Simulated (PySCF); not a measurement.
**Molecular orbitals of BiC⁺**

PBE at R = 2.076 Å; PySCF, scalar-relativistic core potentials, basis sets Bi def2-SVPD with ECP60, C def2-SVPD. State: ³Π (triplet), unpaired electrons σ ↑, π ↑. Only the outer orbitals are listed, counted within each symmetry, core potentials removing the inner ones.

```csv
spin,orbital,occ.,ε (eV),on Bi (%),main shells (%)
α,5σ,1,-23.77,62,"59 Bi s, 33 C s"
α,6σ,1,-19.27,43,"57 C s, 35 Bi s"
α,7σ,1,-13.73,35,"59 C p, 31 Bi p"
α,3π,1,-13.36,37,"62 C p, 36 Bi p"
α,3π,1,-12.69,36,"63 C p, 35 Bi p"
α,4π,0,-10.45,64,"62 Bi p, 36 C p"
α,4π,0,-9.80,65,"62 Bi p, 35 C p"
α,8σ,0,-6.51,73,"56 Bi p, 22 C p, 15 Bi d"
β,5σ,1,-22.98,75,"73 Bi s, 20 C s"
β,6σ,1,-17.65,40,"60 C s, 24 Bi s, 15 Bi p"
β,3π,1,-12.05,65,"64 Bi p, 34 C p"
β,3π,0,-11.88,70,"70 Bi p, 28 C p"
β,7σ,0,-11.35,36,"42 C p, 36 Bi p, 21 C s"
β,4π,0,-9.06,39,"61 C p, 34 Bi p"
```

Problem. Which are the highest filled and the lowest empty level, where do they sit, and how wide is the gap?

Solution. Highest filled β 3π at -12.05 eV (in %: 64 Bi p, 34 C p); lowest empty β 3π at -11.88 eV (in %: 70 Bi p, 28 C p); the gap at PBE is 0.17 eV. Both belong to one degenerate shell, split only by its one-sided filling, so this is no excitation gap.

| Property | Result |
| --- | --- |
| bond order (Mayer) | 2.13 |
| ⟨S²⟩ | 2.082 |
| charge on Bi (Mulliken, basis-dependent) | 1.09 |
| charge on Bi (Löwdin, basis-dependent) | 1.18 |
| dipole moment (positive dipole points towards C; it is taken about the centre of mass and depends on that origin) | -0.42 D |
| polarisability along the bond | 59.2 bohr³ |
| polarisability across the bond | 35.4 bohr³ |

These are scalar-relativistic numbers at best; spin–orbit coupling would shift them, the dissociation energy most. The state was picked by a PBE0 search and need not be the measured ground state.
